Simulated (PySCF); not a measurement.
Compound: C₅H₃NOS.
Numbering: `[N:1]#[C:2][S:3][c:4]1[cH:5][cH:6][cH:7][o:8]1`

NICS is the negative of the GIAO shielding at a point without a nucleus: at the ring centre (0) and 1 Å above and below it (1); zz is the component along the ring normal. Level: GIAO PBE0/pcSseg-1 (PySCF, non-relativistic, gas phase) on the PBE0-D3(BJ)/def2-SVP geometry, one conformer.

Ring bond lengths (Å), with Mayer bond orders in brackets: C4–C5 1.368 (1.51), C5–C6 1.425 (1.28), C6–C7 1.366 (1.58), C7–O8 1.342 (1.11), O8–C4 1.352 (1.03).

Problem. What do the NICS probes read (ppm)?

Solution. 
```tsv
ring	type	NICS(0)	NICS(1), two faces	NICS(1)zz, two faces	rms pucker (Å)	centre to ring atoms, mean (Å)
C4–C5–C6–C7–O8	5-membered ring with O; formal bonds all aromatic	-12.2	-10.3 / -10.5	-25.8 / -26.5	0.00	1.17
```

Problem. What can be read from them?

Solution. 
- C4–C5–C6–C7–O8: mean NICS(1)zz -26.1 ppm, shielded. For a flat ring without four-coordinate atoms the NICS criterion counts such a value as aromatic.

Problem. What does the geometric index give? Use HOMA with the parameters of Krygowski (1993).

Solution. 
- C4–C5–C6–C7–O8: HOMA 0.45; the largest term is that of O8–C4, α(R − Ropt)² = 1.20.

Problem. At the first NICS(1) probe listed for ring C4–C5–C6–C7–O8, 1 Å off the ring, what do the in-plane components average?

Solution. The isotropic value is a third of the trace: (3 × -10.3 − (-25.8))/2 = -2.6 ppm.

Problem. Give the inner angles of the rings and the Hirshfeld charges of the ring atoms.

Solution. 
- C4–C5–C6–C7–O8: C4 110.5° (+0.025 e), C5 105.7° (-0.069 e), C6 105.8° (-0.078 e), C7 110.8° (+0.028 e), O8 107.2° (-0.059 e); sum 540.0° against 540° for a flat convex ring.

Problem. What are the shieldings of the ring atoms and their hydrogens in the same run (means over atoms taken as equivalent)?

Solution. 
| atoms | environment | σ isotropic (ppm) |
| --- | --- | --- |
| C4 | substituted aromatic carbon | 47.2 |
| C5 | aromatic CH carbon | 54.9 |
| C6 | aromatic CH carbon | 66.0 |
| C7 | aromatic CH next to a ring oxygen | 31.4 |
| O8 | furan-type oxygen | 8.5 |
| H on C5 | aromatic hydrogen | 24.18 |
| H on C6 | aromatic hydrogen | 24.56 |
| H on C7 | aromatic hydrogen | 23.63 |

Problem. How do the values depend on the level or the medium?

Solution. 
```json
{"level": "PBE0/pcSseg-1, gas", "NICS(0), C4–C5–C6–C7–O8": "-12.2", "mean NICS(1)zz, C4–C5–C6–C7–O8": "-26.1"}
{"level": "mPW1PW91/pcSseg-2, gas", "NICS(0), C4–C5–C6–C7–O8": "-11.6", "mean NICS(1)zz, C4–C5–C6–C7–O8": "-26.3"}
```

The geometry is the same throughout.

The values belong to the conformer `[N:1]#[C:2][S:3][c:4]1[cH:5][cH:6][cH:7][o:8]1`: C2–S3–C4–C5 102°.
